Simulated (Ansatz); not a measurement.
```yaml
crystal:
  periodic: [false, false, false]
  atoms:
    - {symbol: N, position_ang: [-1.620096, -0.487433, 0.107923]}
    - {symbol: B, position_ang: [-0.261136, -0.528919, 0.269555]}
    - {symbol: S, position_ang: [0.522686, -1.899205, 1.238860]}
    - {symbol: Si, position_ang: [0.840111, 0.954711, -0.521450]}
    - {symbol: Br, position_ang: [-0.444711, 2.405674, -1.527948]}
    - {symbol: H, position_ang: [-2.070779, 0.255417, -0.376104]}
    - {symbol: H, position_ang: [-2.283340, -1.212458, 0.477757]}
    - {symbol: H, position_ang: [1.777947, -1.540516, 1.183532]}
    - {symbol: H, position_ang: [1.656238, 1.691834, 0.583594]}
    - {symbol: H, position_ang: [1.859611, 0.435952, -1.447809]}
basis:
  gaussian: {orbitals: x2c-TZVPPall}
magnetization: {spin_polarized: true, initial_magnetization: 6}
hamiltonian: {xc: {name: r2SCANh}, dispersion: d3bjatm}
```

```sh
$ ansatz run in.yaml --threads 4 --pin off --events-out ev --progress --plain --max-ram 10444MiB
```

Output, abridged:

```
Functional definition: r2SCANh
1606 factors; their error is unknown
mean field evaluation 1: about -91890.9400 eV, gradient 5.9e1 eV
mean field evaluation 2: about -91661.1466 eV, gradient 1.8e2 eV
mean field evaluation 4: about -91881.4019 eV, gradient 5.5e1 eV
mean field evaluation 8: about -91912.6199 eV, gradient 9.2e-1 eV
mean field evaluation 16: about -91912.7382 eV, gradient 1.6e-1 eV
mean field evaluation 32: about -91912.7384 eV, gradient 7.7e-5 eV
mean field -91912.73835544 eV, -3377.7308338706 hartree, gradient 1.1e-5 eV, S^2 12.018721; 10 other end points of the search recorded, 0 dependent functions left out
reference -91912.73837038 eV, -3377.7308344199 hartree; 44, 38 occupied and 220, 226 virtual orbitals, 1606 factors
Total energy: -91912.83027245 eV, -3377.7342117584 hartree
Relativity: scalar
```

In this input the spin is set far too high for this molecule. The calculation finished and met its thresholds. The result belongs to that input, not to the molecule as meant.
